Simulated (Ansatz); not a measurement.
Reactions of `C[N]([GeH3])[SiH](O)F`.

Gas-phase electronic energies from Ansatz, PBE0-D4/def2-TZVP geometries. CBS: MP2 limit from def2 TZ/QZ plus the TZ coupled-cluster correction, frozen cores. This one scheme is used for every species, atoms too. DFT in def2-TZVPP. Open shells (•) are unrestricted, without spin–orbit coupling. Spin–orbit coupling would lower the free atoms: a little for C, F, O, Si; clearly for Ge. Bonds to Ge are less sure, by a few kJ/mol each and by 10 to 20 or more in all where they break to atoms, as the def2 sets lack core-valence functions. Scalar relativity is left out up to krypton. One conformer a species, not always the lowest.

```csv
reaction,PBE-D4 (eV),CCSD(T)/CBS(def2) (eV)
`C[N]([GeH3])[SiH](O)F` + H₂ → `C[N]([GeH3])[SiH2]F` + H₂O,0.94,0.98
`C[N]([GeH3])[SiH](O)F` + `CCSSC` → `CCSSCC` + `O[SiH](F)[NH][GeH3]`,-0.44,-0.47
`C[N]([GeH3])[SiH](O)F` → `C[N][GeH3]`• + `O[SiH]F`•,4.64,5.12
`C[N]([GeH3])[SiH](O)F` → `[CH2]` (triplet) + `O[SiH](F)[NH][GeH3]`,4.20,4.11
`C[N]([GeH3])[SiH](O)F` → C• + F• + Ge• + 8 H• + N• + O• + Si•,52.23,52.15
`C[N]([GeH3])[SiH](O)F` + H₂ → `C[N]([GeH3])[SiH2]O` + H–F,1.43,1.50
`C[N]([GeH3])[SiH](O)F` + `CN[SiH2]O` → `CN([SiH2]O)[SiH](O)F` + `C[NH][GeH3]`,0.08,0.08
`C[N]([GeH3])[SiH](O)F` → `C[NH][GeH3]` + `O[Si]F`,2.13,2.35
`C[N]([GeH3])[SiH](O)F` + `N[SiH2]F` → `O[SiH](F)N[SiH2]F` + `C[NH][GeH3]`,0.11,0.10
`C[N]([GeH3])[SiH](O)F` + SiH₄ → `O[SiH](F)[SiH3]` + `C[NH][GeH3]`,0.84,1.06
```

Largest T1 diagnostic: 0.015, for `O[Si]F`.
